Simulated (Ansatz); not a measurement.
Relaxation of C2H6Si2 (10 atoms, charge 0, multiplicity 1), to a largest force component of 0.015 eV/Å in at most 40 steps.

Method: RKS PBE0-D4/STO-3G (Ansatz 0.2.0).

```xyz
10
Properties=species:S:1:pos:R:3
Si -0.988 1.586 -1.712
C 0.350 0.687 -1.187
C 0.862 0.270 0.157
Si -0.074 -1.201 0.927
H -1.973 2.318 -2.488
H 0.869 1.099 0.870
H 1.907 -0.021 0.015
H -0.070 -2.352 0.023
H -1.459 -0.802 1.206
H 0.576 -1.585 2.187
```

Where does it end, and by what steps?

The run converged. Limits of this set-up: minimal basis. After 15 steps the energy has fallen by 1.255 eV; H5 moved furthest, 0.82 Å.

```
step  energy less start (eV)  largest force component (eV/Å)  accepted
   0                  0.0000                           4.218       yes
   1                 -0.6520                           1.130       yes
   2                 -0.8920                           1.302       yes
   3                 -1.0315                           0.532       yes
   4                 -1.1259                           0.509       yes
   5                 -1.1447                           1.204       yes
   6                 -1.1893                           0.653       yes
   7                 -1.2244                           0.276       yes
   8                 -1.2402                           0.206       yes
   9                 -1.2469                           0.272       yes
  10                 -1.2509                           0.188       yes
  11                 -1.2532                           0.130       yes
  12                 -1.2542                           0.082       yes
  13                 -1.2545                           0.026       yes
  14                 -1.2546                           0.016       yes
  15                 -1.2546                           0.005       yes
```

```xyz
10
Properties=species:S:1:pos:R:3
Si -1.402 1.091 -1.801
C -0.082 0.948 -0.854
C 0.784 0.363 0.183
Si -0.062 -1.153 0.937
H -1.168 2.260 -2.645
H 0.991 1.070 1.004
H 1.757 0.033 -0.221
H -0.303 -2.136 -0.090
H -1.314 -0.761 1.537
H 0.799 -1.717 1.950
```

Run time: 27 s on 1 thread of Arm Neoverse V2, with other jobs on the host, peak memory 0.1 GiB.
